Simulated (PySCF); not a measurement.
## Radial density of F²⁺ (fluorine, charge +2)

MN15, [He] 2s2 2p2 3s1, high-spin 4P determinant (an excited configuration). Calculation: PySCF 2.14, in dyall-av2z; no relativity, point nucleus.

| r (bohr) | 4πr²ρ (e/bohr) | 4πr²(ρα − ρβ) |
| --- | --- | --- |
| 0.00314 | 0.05743 | 0.0001 |
| 0.00528 | 0.1562 | 0.0003 |
| 0.00888 | 0.4096 | 0.0009 |
| 0.0149 | 1.029 | 0.0023 |
| 0.0251 | 2.380 | 0.0056 |
| 0.0423 | 4.844 | 0.0143 |
| 0.0711 | 8.015 | 0.0383 |
| 0.120 | 9.613 | 0.1224 |
| 0.201 | 6.943 | 0.4618 |
| 0.338 | 3.574 | 1.4157 |
| 0.569 | 4.594 | 2.3766 |
| 0.957 | 3.514 | 1.5788 |
| 1.61 | 0.8505 | 0.5166 |
| 2.71 | 0.4180 | 0.4118 |
| 4.56 | 0.08014 | 0.0801 |
| 7.66 | 0.0002161 | 0.0002 |

The outer electron is Rydberg-like, and this basis confines it to a smaller radius and binds it less than a complete one would.
